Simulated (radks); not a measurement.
Xe XVI, 39 electrons, occupied as [Kr] 4d3 (the NIST ground configuration).

All-electron calculation, scalar-relativistic Kohn-Sham, BLYP, spin-polarised, spherical densities, finite nucleus; open shells are filled with parallel spins first (spin-orbit coupling, left out, can overturn this in heavy ions); Fermi nuclear charge, rms radius 4.7859 fm. Program: a radial shooting solver on a logarithmic mesh with Libxc functionals.

Energy parts (eV):
part                       energy
total                 -200424.493
kinetic                210890.074
electron-nucleus      -471516.564
Hartree                 64965.465
exchange-correlation    -4763.468

Orbitals (lengths in bohr, moments of r in powers of bohr; r(90%) holds 90 % of the orbital's charge):
\begin{tabular}{lrrrrr}
orbital & occ. & eigenvalue (eV) & <r^4> & <r> & r(90%) \\ \hline
1s up & 1 & -34727.38 & 2.434e-06 & 0.02666 & 0.0480 \\
1s down & 1 & -34727.37 & 2.434e-06 & 0.02666 & 0.0480 \\
2s up & 1 & -5702.530 & 0.0004112 & 0.1146 & 0.177 \\
2s down & 1 & -5701.001 & 0.0004111 & 0.1146 & 0.177 \\
2p up & 3 & -5153.950 & 0.0002977 & 0.1003 & 0.163 \\
2p down & 3 & -5152.763 & 0.0002976 & 0.1002 & 0.163 \\
3s up & 1 & -1433.548 & 0.01716 & 0.3052 & 0.448 \\
3s down & 1 & -1432.781 & 0.01711 & 0.3051 & 0.448 \\
3p up & 3 & -1256.425 & 0.01788 & 0.3029 & 0.454 \\
3p down & 3 & -1255.556 & 0.01782 & 0.3027 & 0.454 \\
3d up & 5 & -995.3977 & 0.01514 & 0.2786 & 0.436 \\
3d down & 5 & -994.0718 & 0.01508 & 0.2785 & 0.436 \\
4s up & 1 & -508.6402 & 0.3781 & 0.6784 & 0.966 \\
4s down & 1 & -503.5851 & 0.3790 & 0.6782 & 0.966 \\
4p up & 3 & -448.5813 & 0.4605 & 0.7077 & 1.02 \\
4p down & 3 & -443.5324 & 0.4633 & 0.7081 & 1.02 \\
4d up & 3 & -359.5932 & 0.6186 & 0.7494 & 1.10 \\
4d down & 0 & -354.6547 & 0.6278 & 0.7509 & 1.10 \\
\end{tabular}

The highest occupied level is 4d up at -359.59 eV. For comparison, the ionisation energy in NIST's Atomic Spectra Database is 374 eV (theoretical). In exact Kohn-Sham theory the highest level is minus the ionisation energy, but local and semilocal functionals leave it too shallow, through self-interaction and a potential that decays too fast; potentials with the right tail come closer. Summed over all electrons, <r^2> = 8.229 bohr^2, which gives a Langevin (diamagnetic) susceptibility term of -6.52 x 10^-6 cm^3/mol. The electron density at the nucleus is 2.808e+05 e/bohr^3 (large components only).
